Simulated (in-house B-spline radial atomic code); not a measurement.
A fraction x of an electron is removed from 2p in neutral fluorine, starting from [He] 2s2 2p5 and keeping the highest spin. All numbers are computed (scalar-relativistic (X2C) AM05, spin-polarised, spherical fractional occupations; Fermi nucleus of rms radius 2.8976 fm) with an all-electron radial atomic-structure program (B-spline basis), not measured.

| x | E(x) - E(0) (eV) | 2p down level (eV) |
| --- | --- | --- |
| 0 | 0.0000 | -10.131 |
| 0.06 | 0.6332 | -10.979 |
| 0.13 | 1.4368 | -11.985 |
| 0.37 | 4.7389 | -15.565 |
| 0.47 | 6.3725 | -17.112 |
| 0.5 | 6.8929 | -17.582 |
| 0.59 | 8.5394 | -19.009 |
| 0.67 | 10.1115 | -20.297 |
| 0.85 | 14.0304 | -23.261 |
| 0.91 | 15.4562 | -24.268 |
| 1 | 17.7090 | -25.796 |

The exact functional would give a straight line between the two integer points. Deviations E(x) - E(0) - x[E(1) - E(0)], in eV: -0.429 at x = 0.06, -0.865 at x = 0.13, -1.813 at x = 0.37, -1.951 at x = 0.47, -1.962 at x = 0.5, -1.909 at x = 0.59, -1.754 at x = 0.67, -1.022 at x = 0.85, -0.659 at x = 0.91.

The curve lies below the straight line by up to 1.962 eV (at x = 0.5): convex, the delocalisation error that favours fractional charges.

How well does Slater's transition state (minus the level at half occupation) give the ionisation energy?

It gives 17.582 eV against 17.709 eV from the two total energies; NIST lists 17.42 eV, ground level to ground level.
